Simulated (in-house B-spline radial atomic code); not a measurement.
Results of a calculation; reference values are marked as such.
Weak and strong correlation along the adiabatic connection

Two-electron singlets in several external potentials (atomic units), by full CI in B-splines with partial waves to l = 8 (correlation energies up to 0.6 % small). The repulsion is scaled by λ at fixed density; W(λ) is the mean repulsion less the Hartree energy, W(0) = E_x, and the area under W from 0 to 1 is E_xc.

One system gave this curve:

```
   λ  W (hartree)
   0       -1.119
0.02      -1.1209
0.05      -1.1238
0.12      -1.1303
0.25      -1.1418
 0.4      -1.1545
 0.6      -1.1703
 0.8      -1.1849
   1      -1.1985
 1.4      -1.2231
   2      -1.2543
   3      -1.2954
 4.5      -1.3398
   7      -1.3878
  10      -1.4237
```

Q: Which system is it?
A. −Z/r, Z = 2.15, wall at 5.06 bohr
B. −Z exp(−kr)/r, Z = 8.41, k = 2.15
C. −Z exp(−kr)/r, Z = 3.94, k = 1.06
D. −V exp(−r²/w²), V = 4.57, w = 2.64

A: A. The exchange energy sets the size: −Z/r, Z = 2.15, wall at 5.06 bohr: E_x = -1.12, E_c = -0.0423; −Z exp(−kr)/r, Z = 8.41, k = 2.15: E_x = -4.77, E_c = -0.0457; −Z exp(−kr)/r, Z = 3.94, k = 1.06: E_x = -2.09, E_c = -0.0447; −V exp(−r²/w²), V = 4.57, w = 2.64: E_x = -0.726, E_c = -0.0403 hartree.
